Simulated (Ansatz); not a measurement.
Ansatz (a quantum-chemistry and plane-wave program) input:

Ansatz 0.2 input:
```yaml
crystal:
  periodic: [false, false, false]
  atoms:
    - {symbol: C, position_ang: [-0.62794851, 0.14455976, 0.02211786]}
    - {symbol: N, position_ang: [0.49295516, -0.32648534, -0.03155171]}
    - {symbol: H, position_ang: [-1.02369726, 1.16622664, 0.09804423]}
    - {symbol: H, position_ang: [1.34070217, 0.25181215, -0.00988943]}
basis:
  gaussian:
    orbitals: def2-TZVP
hamiltonian:
  xc: b3lyp
  dispersion: d3bj
magnetization: {spin_polarized: true, initial_magnetization: 1}
phonons: {temperatures: {t_min: 298.15, t_max: 298.15, t_step: 100}}
```

Task: Which total energy does the run end on?

Result: -94.00457 Eh (B3LYP-D3(BJ)/def2-TZVP). The basis has 74 functions.

It need not be the lowest isomer of its formula.
